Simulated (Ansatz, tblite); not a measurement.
Removing and adding an electron: [Cu(NH3)3]+ (CuN₃H₉⁺). The state is a singlet with charge 1. Geometry: PBE-D4/def2-SVP. Ansatz, gas phase; energy differences of separate SCF runs; the oxidised species was run as a doublet alone; the reduced species was run as a doublet alone.

```
atom   x (Å)   y (Å)   z (Å)
 Cu1  -0.003  -0.003   0.004
  N2   1.476   1.404  -0.008
  H3   1.379   2.137   0.710
  H4   1.539   1.911  -0.904
  H5   2.415   1.004   0.141
  N6   0.078  -1.563  -1.309
  H7  -0.718  -1.576  -1.965
  H8   0.057  -2.483  -0.844
  H9   0.919  -1.582  -1.906
 N10  -1.553   0.157   1.319
 H11  -2.239  -0.611   1.273
 H12  -2.104   1.019   1.186
 H13  -1.245   0.185   2.303
```

The xTB rows come from tblite.

```csv
level,−HOMO (eV),vertical IE (eV),−LUMO (eV),vertical EA (eV),HOMO–LUMO gap (eV),IE − EA (eV)
GFN1-xTB,15.05,17.97,9.27,6.74,5.78,11.23
GFN2-xTB,12.97,17.65,6.20,3.76,6.77,13.89
PBE-D4/def2-TZVP,8.37,12.69,5.11,3.20,3.26,9.48
r2SCAN-D4/def2-TZVP,8.38,12.50,4.56,2.97,3.82,9.53
PBE0-D4/def2-TZVP,10.18,12.50,4.27,2.94,5.92,9.56
```

   Raw xTB energy differences between charge states are shifted by several eV; the methods need an empirical correction for them.
